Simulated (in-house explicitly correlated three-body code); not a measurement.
Computed with an exponentially correlated three-body code. Model: two electrons around a point charge, non-relativistic, variational in 260 exponentially correlated functions (energies converged to about 1e-7 hartree, or 1e-8 relative for large Z), ground state as one setting changes.

| nuclear charge | ground energy (hartree) | binding of second electron (eV) | mean radius (bohr) | mean distance of electrons (bohr) | mean cosine of angle |
| --- | --- | --- | --- | --- | --- |
| 3.02 | -7.38783029 | 76.944 | 0.56842 | 0.85558 | -0.043352 |
| 3.04 | -7.49654696 | 78.253 | 0.56413 | 0.84895 | -0.043075 |
| 3.06 | -7.60606345 | 79.573 | 0.55991 | 0.84242 | -0.042802 |
| 3.08 | ? | ? | ? | ? | ? |
| 3.1 | -7.82749584 | 82.246 | 0.55165 | 0.82966 | -0.042265 |
| 3.12 | -7.93941176 | 83.599 | 0.54762 | 0.82343 | -0.042001 |
| 3.14 | -8.0521275 | 84.963 | 0.54364 | 0.81729 | -0.041741 |
| 3.16 | ? | ? | ? | ? | ? |
| 3.18 | -8.27995843 | 87.723 | 0.53585 | 0.80527 | -0.04123 |
| 3.2 | -8.39507364 | 89.119 | 0.53204 | 0.79939 | -0.040979 |
| 3.22 | -8.51098867 | 90.527 | 0.52828 | 0.7936 | -0.040731 |
| 3.24 | -8.62770354 | 91.945 | 0.52458 | 0.7879 | -0.040487 |
| 3.26 | -8.74521824 | 93.374 | 0.52093 | 0.78227 | -0.040244 |
| 3.28 | -8.86353278 | 94.814 | 0.51733 | 0.77672 | -0.040005 |
| 3.3 | -8.98264716 | 96.264 | 0.51378 | 0.77125 | -0.039769 |
| 3.32 | -9.10256138 | 97.726 | 0.51027 | 0.76586 | -0.039535 |
| 3.34 | -9.22327545 | 99.198 | 0.50682 | 0.76055 | -0.039304 |
| 3.36 | -9.34478936 | 100.68 | 0.50341 | 0.7553 | -0.039076 |
| 3.38 | -9.46710312 | 102.18 | 0.50005 | 0.75013 | -0.03885 |
| 3.4 | -9.59021674 | 103.68 | 0.49673 | 0.74503 | -0.038627 |
| 3.42 | -9.71413021 | 105.2 | 0.49345 | 0.73999 | -0.038406 |
| 3.44 | -9.83884353 | 106.72 | 0.49022 | 0.73503 | -0.038188 |
| 3.46 | -9.96435671 | 108.26 | 0.48703 | 0.73013 | -0.037972 |
| 3.48 | -10.0906698 | 109.81 | 0.48389 | 0.72529 | -0.037759 |

(1) What follows for nuclear charge = 3.16?

(2) What follows for nuclear charge = 3.08?

## Answers

(1) ground energy -8.16564305 hartree; binding of second electron 86.337 eV; mean radius 0.53972 bohr; mean distance of electrons 0.81123 bohr; mean cosine of angle -0.041484.

(2) ground energy -7.71637974 hartree; binding of second electron 80.904 eV; mean radius 0.55575 bohr; mean distance of electrons 0.836 bohr; mean cosine of angle -0.042532.
